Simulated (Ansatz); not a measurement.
Relaxation of CH3Cl3Si (8 atoms, charge 0, multiplicity 1), to a largest force component of 0.02 eV/Å in at most 40 steps.

The calculation used RKS PBE/def2-SVP in Ansatz.

```xyz
8
Properties=species:S:1:pos:R:3
Si 0.000 0.000 0.000
Cl 0.000 0.000 2.130
Cl 2.009 0.000 -0.709
C -0.881 1.526 -0.623
H -1.933 1.272 -0.867
H -0.862 2.311 0.162
H -0.370 1.903 -1.534
Cl -1.003 -1.738 -0.709
```

Task: Where does it end, and by what steps?

Result: The forces met the threshold. After 6 steps the energy has fallen by 0.144 eV; H6 moved furthest, 0.51 Å.

```tsv
step	energy less start (eV)	largest force component (eV/Å)	accepted
0	0.0000	0.978	yes
1	-0.1011	0.254	yes
2	-0.1083	0.402	yes
3	-0.1362	0.380	yes
4	-0.1423	0.038	yes
5	-0.1442	0.044	yes
6	-0.1444	0.004	yes
```

```xyz
8
Properties=species:S:1:pos:R:3
Si -0.003 0.005 -0.002
Cl -0.213 -0.167 2.051
Cl 2.018 0.101 -0.446
C -0.880 1.525 -0.622
H -1.963 1.459 -0.395
H -0.466 2.429 -0.134
H -0.749 1.618 -1.719
Cl -0.786 -1.697 -0.884
```

Run time: 6.8 s on 4 threads of Arm Neoverse V2, on a shared host, peak memory 0.15 GiB.
